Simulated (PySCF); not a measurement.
Correlation energy of N²⁺ (nitrogen, charge +2)

[He] 2s2 2p1, 2P determinant. Calculation: PySCF 2.14, in aug-cc-pVQZ-DK; scalar relativity by spin-free X2C-1e. Frozen: 1s2; 3 electrons correlated.

```csv
level,correlation energy (mhartree)
CCSD,-86.60
(T),-1.16
CCSD(T),-87.76
```

Diagnostics: T1 = 0.0072, D1 = 0.0136, largest double amplitude 0.135.

Question: Is a single reference adequate?

Answer: Mostly. T1 lies below 0.03, but a double amplitude of this size points to a near-degeneracy that CCSD handles and MP2 describes poorly.
